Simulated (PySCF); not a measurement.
Excitations are Tamm–Dancoff values on a coarser integration grid. The basis has no diffuse functions, so Rydberg states are missing or too high.

Cartesian coordinates (Å):
SMILES: C[Si](C)(C)O
```xyz
15

C     -1.3192    -1.0395    -0.5751
Si    -0.0235    -0.0062     0.3005
C     -0.0251     1.7255    -0.4166
C      1.6639    -0.7875     0.1533
O     -0.3314     0.0442     1.9353
H     -1.1058    -1.1120    -1.6446
H     -1.3522    -2.0533    -0.1701
H     -2.3165    -0.6045    -0.4696
H     -1.0028     2.2026    -0.3087
H      0.2142     1.7085    -1.4830
H      0.7123     2.3578     0.0827
H      2.4160    -0.1935     0.6765
H      1.6686    -1.7905     0.5850
H      1.9672    -0.8695    -0.8931
H     -1.1657     0.4179     2.2275
```
Charge 0, multiplicity 1.

**Question.** Predict the T1 excitation (TDA), S1–T1 gap (TDA), S1 oscillator strength, total energy and brightest of the four lowest singlets (TDA) from M06-2X/def2-TZVP // B3LYP-D3(BJ)/def2-TZVP (PySCF).

**Answer.** 
| Property | Value |
|---|---|
| T1 excitation (TDA) | 7.37 eV |
| S1–T1 gap (TDA) | 0.25 eV |
| S1 oscillator strength | 0.040 |
| total energy | -485.1172 Ha |
| brightest of the four lowest singlets (TDA) | 8.79 eV |
